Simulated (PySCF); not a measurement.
These 2 structures share the formula C8H10P2. Method used: PBE0-D3(BJ)/def2-SVP geometry optimisation, gas phase in PySCF. One conformer each; no zero-point energy, no entropy. No frequencies were run at this level. Point groups hold within 0.08 Å.

Problem. Order them by energy at this level, lowest first, and give relative energies in kJ/mol.
A. `[PH2:1][P:2]1[CH2:3][c:4]2[cH:5][cH:6][cH:7][cH:8][c:9]2[CH2:10]1` with H–P1–P2–C3 -86° and -179°, P1–P2–C3–C4 -75°, P2–C3–C4–C5 164°, C8–C9–C10–P2 -164°, P1–P2–C10–C9 75°
B. `[CH3:1][c:2]1[p:3][cH:4][cH:5][p:6][c:7]1[CH:8]1[CH2:9][CH2:10]1` with P6–C7–C8–C9 -97°

Solution. A (0.0), B (182.3).

As drawn, the higher has a three-membered ring, which the lower lacks.

```
        SMILES      E (Eh)  E rel (kJ/mol)  dipole (D)  point group       A, B, C (MHz)
PP1Cc2ccccc2C1  -992.55108             0.0        0.66      near Cs  1890, 675.5, 653.4
Cc1pccpc1C1CC1  -992.48164           182.3        1.16           C1  1568, 856.0, 578.8
```

Problem. How do the relative energies change in single points at PBE0/pcSseg-1 (no added dispersion term) on the same geometries?

Solution. 
```tsv
SMILES	PBE0-D3(BJ)/def2-SVP (kJ/mol)	PBE0/pcSseg-1 (kJ/mol)	shift
PP1Cc2ccccc2C1	0.0	0.0	0.0
Cc1pccpc1C1CC1	182.3	175.4	-6.9
```

Each column counts from its own lowest isomer. The order is unchanged; the largest shift is 6.9 kJ/mol.
